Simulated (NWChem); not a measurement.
# Setting up AlI (SMILES [Al][I]) in NWChem

The species is AlI (2 atoms), meant as a singlet with charge 0. As SMILES, `[Al][I]`. Geometry: the measured bond length.

```xyz
2

Al    0.0000    0.0000    0.0000
I     0.0000    0.0000    2.5371
```

Settings wanted:

| Setting | Value |
| --- | --- |
| task | nmr |
| method | DFT |
| functional | SVWN5 |
| dispersion | none |
| basis set | def2-TZVP |
| core potential | def2-TZVP |
| reference | RKS |
| integration grid | fine |
| SCF convergence threshold | 1e-08 |
| iteration cap | 100 |
| module | dft |
| properties | shielding |

**Question.** Write the NWChem 7.3.0 input and the command.

**Answer.** This one ran through:

job.nw:
```
start job
title "AlI"
memory stack 880 mb heap 220 mb global 1100 mb

geometry units angstrom noautosym nocenter noautoz
  Al     0.000000     0.000000     0.000000
  I      0.000000     0.000000     2.537102
end

basis spherical bse
  * library def2-TZVP
end

ecp bse
  I library def2-TZVP
end

dft
  xc slater vwn_5
  grid fine
  convergence energy 1e-08
  maxiter 100
  mulliken
  print low
end

property
  shielding
end

task dft property
```

```bash
$ nwchem job.nw > job.out
```

Calculated total energy: -538.73687 Eh.
